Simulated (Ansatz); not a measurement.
Cl$_{2}$H$_{4}$N$_{2}$Sn, SMILES `[NH2][Sn]([NH2])([Cl])[Cl]`, relaxed with RKS PBE-D4/def2-SVP in Ansatz 0.2.0 from a rough embedded geometry. The force threshold is 0.03 eV/Å; the program also tests the step.

Charge 0, multiplicity 1. Sn: def2 effective core potential.

Start:

```xyz
9

N     0.491    1.278    1.207
Sn   -0.547   -0.149    0.279
N     0.669   -1.029   -1.106
Cl   -1.307   -1.769    1.790
Cl   -2.442    0.788   -0.769
H     0.840    2.006    0.504
H     1.340    0.873    1.626
H     0.871   -0.287   -1.851
H     0.083   -1.712   -1.681
```

```tsv
step	energy (eV)	largest force (eV/Å)	largest move (Å)
1	-33900.4350	1.767	0.000
2	-33900.5941	0.691	0.195
3	-33900.6183	0.330	0.083
4	-33900.6281	0.291	0.103
5	-33900.6290	0.565	0.147
6	-33900.6527	0.121	0.200
7	-33900.6578	0.103	0.089
8	-33900.6634	0.220	0.096
9	-33900.6637	0.217	0.004
10 (rejected)	-33900.6495	1.003	0.192
11	-33900.6701	0.074	0.083
13	-33900.6826	0.045	0.149
15	-33900.6936	0.153	0.200
17	-33900.7008	0.052	0.098
19	-33900.7083	0.198	0.066
21	-33900.7279	0.041	0.198
23	-33900.7326	0.019	0.098
25	-33900.7331	0.107	0.034
27 (rejected)	-33900.7323	0.330	0.106
29	-33900.7355	0.056	0.035
30	-33900.7357	0.025	0.004
```

End:

```xyz
9

N     0.857    0.989    1.276
Sn   -0.438   -0.005    0.044
N     0.628   -0.977   -1.407
Cl   -1.692   -1.408    1.492
Cl   -1.964    1.369   -1.151
H     0.351    1.317    2.113
H     1.218    1.829    0.799
H    -0.016   -1.285   -2.151
H     1.055   -1.830   -1.015
```

Run time 3.2 min (4 threads of an AMD EPYC on a shared host); peak host memory 0.19 GiB.
